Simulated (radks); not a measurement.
Values are calculated unless marked as measured or tabulated.
The sulfur anion S2-, [Ar], held by a Watson sphere: a shell of charge +2 at radius R that stands for the Madelung well of a crystal (potential energy -2/R inside, -2/r outside, in hartree with lengths in bohr). Code: a radial shooting solver on a logarithmic mesh with Libxc functionals. Model: scalar-relativistic Kohn-Sham, PBEsol, spin-polarised, spherical densities, point nucleus. Response by self-consistent Sternheimer equations with the Hartree and adiabatic LDA kernel, the relativistic mass of each level held fixed and spin-orbit coupling left out. The sphere does not respond.

[
 {"R (bohr)": "2.69", "e(2p) (eV)": "-152.98", "e(3s) (eV)": "-16.429", "e(3p) (eV)": "-6.990", "<r> 3p (bohr)": "2.242", "sum of <r^2> (bohr^2)": "45.70", "X-ray form factor at sin(theta)/lambda = 0.3 1/angstrom": "8.946", "alpha (bohr^3)": "34.46"},
 {"R (bohr)": "2.78", "e(2p) (eV)": "-152.93", "e(3s) (eV)": "-16.203", "e(3p) (eV)": "-6.803", "<r> 3p (bohr)": "2.263", "sum of <r^2> (bohr^2)": "46.51", "X-ray form factor at sin(theta)/lambda = 0.3 1/angstrom": "8.948", "alpha (bohr^3)": "36.36"},
 {"R (bohr)": "3.2", "e(2p) (eV)": "-152.64", "e(3s) (eV)": "-15.250", "e(3p) (eV)": "-5.970", "<r> 3p (bohr)": "2.355", "sum of <r^2> (bohr^2)": "50.17", "X-ray form factor at sin(theta)/lambda = 0.3 1/angstrom": "8.962", "alpha (bohr^3)": "46.59"},
 {"R (bohr)": "3.33", "e(2p) (eV)": "-152.53", "e(3s) (eV)": "-14.988", "e(3p) (eV)": "-5.728", "<r> 3p (bohr)": "2.382", "sum of <r^2> (bohr^2)": "51.27", "X-ray form factor at sin(theta)/lambda = 0.3 1/angstrom": "8.967", "alpha (bohr^3)": "50.27"},
 {"R (bohr)": "4.07", "e(2p) (eV)": "-151.86", "e(3s) (eV)": "-13.737", "e(3p) (eV)": "-4.507", "<r> 3p (bohr)": "2.516", "sum of <r^2> (bohr^2)": "57.30", "X-ray form factor at sin(theta)/lambda = 0.3 1/angstrom": "8.990", "alpha (bohr^3)": "76.68"},
 {"R (bohr)": "4.11", "e(2p) (eV)": "-151.83", "e(3s) (eV)": "-13.680", "e(3p) (eV)": "-4.449", "<r> 3p (bohr)": "2.523", "sum of <r^2> (bohr^2)": "57.62", "X-ray form factor at sin(theta)/lambda = 0.3 1/angstrom": "8.990", "alpha (bohr^3)": "78.42"},
 {"R (bohr)": "4.18", "e(2p) (eV)": "-151.76", "e(3s) (eV)": "-13.582", "e(3p) (eV)": "-4.349", "<r> 3p (bohr)": "2.535", "sum of <r^2> (bohr^2)": "58.18", "X-ray form factor at sin(theta)/lambda = 0.3 1/angstrom": "8.992", "alpha (bohr^3)": "81.54"},
 {"R (bohr)": "4.32", "e(2p) (eV)": "-151.64", "e(3s) (eV)": "-13.394", "e(3p) (eV)": "-4.156", "<r> 3p (bohr)": "2.557", "sum of <r^2> (bohr^2)": "59.29", "X-ray form factor at sin(theta)/lambda = 0.3 1/angstrom": "8.994", "alpha (bohr^3)": "88.13"}
]
